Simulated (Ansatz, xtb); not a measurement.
Diatomic NiN, multiplicity 4 (lowest of 2S+1 = 2, 4, 6 at CCSD(T)/def2-TZVPP on PBE0 minima; our sources give no spin for the ground state, which may be another). No spin–orbit coupling. Ni is treated without relativity. The T1 diagnostic near the minimum is 0.082, so single-reference values are doubtful.

The constants come from a fifth-degree fit in 1/R (seven points, main isotopes). Runs in def2 and cc sets follow the lowest solution found near the PBE0 minimum.

The values were computed with Ansatz (a program for electronic structure) with Gaussian orbitals; xtb for the GFN methods. Each number belongs to the level named beside it. The GFN methods have no spin term and hold the electronic entropy of 300 K.

```csv
level,r_e (Å),ω_e (cm⁻¹),ω_e x_e (cm⁻¹),α_e (cm⁻¹),dipole (D)
GFN2-xTB,1.616,796,4.9,0.0055,-
SVWN5/def2-TZVPP,1.584,904,6.2,0.0052,3.36
PBE/def2-TZVPP,1.614,836,6.7,0.0056,3.42
r2SCAN/def2-TZVPP,1.600,832,11,0.0068,3.47
B3LYP/def2-TZVPP,1.642,644,15,0.013,3.88
PBE0/def2-TZVPP,1.654,540,-4.7,0.011,4.10
CAM-B3LYP/def2-TZVPP,1.653,528,-8.0,0.011,4.19
wB97X-V/def2-TZVPP,1.647,530,-2.7,0.016,4.37
CCSD/def2-TZVPP,1.656,576,14,0.014,-
CCSD(T)/def2-TZVPP,1.613,860,25,0.0094,-
```

Correlated levels freeze the inner cores; with def2 sets outer-core shells near the valence are correlated too.

Doubts at one or more of the structures used: T1 above 0.05 (CCSD/def2-TZVPP, CCSD(T)/def2-TZVPP).
